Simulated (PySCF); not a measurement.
**NMR data sheet: C8H11ClSi**

```
Formula                               : C8H11ClSi
SMILES                                : CC#CC1=CC[Si@H](Cl)CC1
InChI                                 : InChI=1S/C8H11ClSi/c1-2-3-8-4-6-10(9)7-5-8/h4,10H,5-7H2,1H3/t10-/m0/s1
Point group of the computed structure : C1
Degrees of unsaturation               : 4
Carbon signals                        : 8
Proton signals                        : 9
```

Numbering as in the mapped SMILES `[CH3:1][C:2]#[C:3][C:4]1=[CH:5][CH2:6][Si@H:7]([Cl:8])[CH2:9][CH2:10]1`. Hydrogens are named by the atom that carries them. Ha(C6), Ha(C9), Ha(C10) are cis to Cl8 on the ring; Hb(C6), Hb(C9), Hb(C10) are trans to Cl8 on the ring.

PySCF 2.14.0 with density-fitted response routines calculation with GIAO PBE0/pcSseg-1 shieldings and GFN2-xTB geometry; averaged over atoms made equivalent by symmetry, fast rotation or ring inversion, no relativistic terms, in vacuum, one computed conformer.

References, each an isolated molecule treated in the same way: ¹H (σref 31.72) and ¹³C (σref 186.93) and ²⁹Si (σref 349.16) vs TMS.

```tsv
carbon	δC, type	δH (multiplicity)	HMBC from (2–3 bonds)	span of the C tensor (ppm)
C1	5.8, CH3	2.17 (s)	–	21
C2	95.1, C	–	H(C1)	189
C3	88.4, C	–	H(C5), Hb(C10), Ha(C10), H(C1)	284
C4	135.4, C	–	H(C5), Hb(C10), Ha(C10), Hb(C6), Ha(C6), Hb(C9), Ha(C9)	218
C5	138.1, CH	6.33 (m)	H(Si7), Hb(C10), Ha(C10), Hb(C6), Ha(C6)	224
C6	20.6, CH2	Ha(C6) 1.69 (m); Hb(C6) 2.20 (m)	H(C5), H(Si7), Hb(C9), Ha(C9)	41
C9	17.2, CH2	Ha(C9) 0.94 (m); Hb(C9) 1.00 (m)	H(Si7), Hb(C10), Ha(C10), Hb(C6), Ha(C6)	21
C10	31.4, CH2	Hb(C10) 2.61 (m); Ha(C10) 2.28 (m)	H(C5), H(Si7), Hb(C9), Ha(C9)	24
```

Other nuclei:
```json
{"atoms": "H(Si7)", "nucleus": "¹H", "environment": "hydrogen on a silicon bonded to 2 C, Cl, in a 6-membered ring", "δ (ppm)": "5.03", "σ (ppm)": "26.69"}
{"atoms": "Si7", "nucleus": "²⁹Si", "environment": "silicon bonded to 2 C, Cl, H, in a 6-membered ring", "δ (ppm)": "3.4", "σ (ppm)": "345.7"}
```

1. Carbon types of the structure: 3 × C, 1 × CH, 3 × CH2, 1 × CH3, leaving 1 H on heteroatoms.
2. δC 138.1: alkene CH; the olefinic region.
3. δC 135.4: fully substituted alkene carbon; as expected for a trigonal carbon in a double bond.
4. δC 95.1, 88.4: alkyne carbon; sp carbons lie upfield of alkene carbons because the cylindrical π system leaves one tensor component strongly shielded.
5. δC 5.8: propargylic methyl carbon; saturated and bonded to C and H only.
6. δH 2.61, 2.28: hydrogen on an allylic sp3 CH2; allylic position.

Shifts are as computed. Against solution values, carbons near 30 ppm lie about +3 ppm off and those near 130 ppm about +5 ppm. Of 1211 compounds with measured shifts, 218 miss one by over three times the rms of a fit or turn the order of signals round; such compounds aren't used in these exercises. Multiplicities follow the n + 1 count of equivalent neighbours, as no J values were calculated; m marks all less simple cases, F and P coupling included.
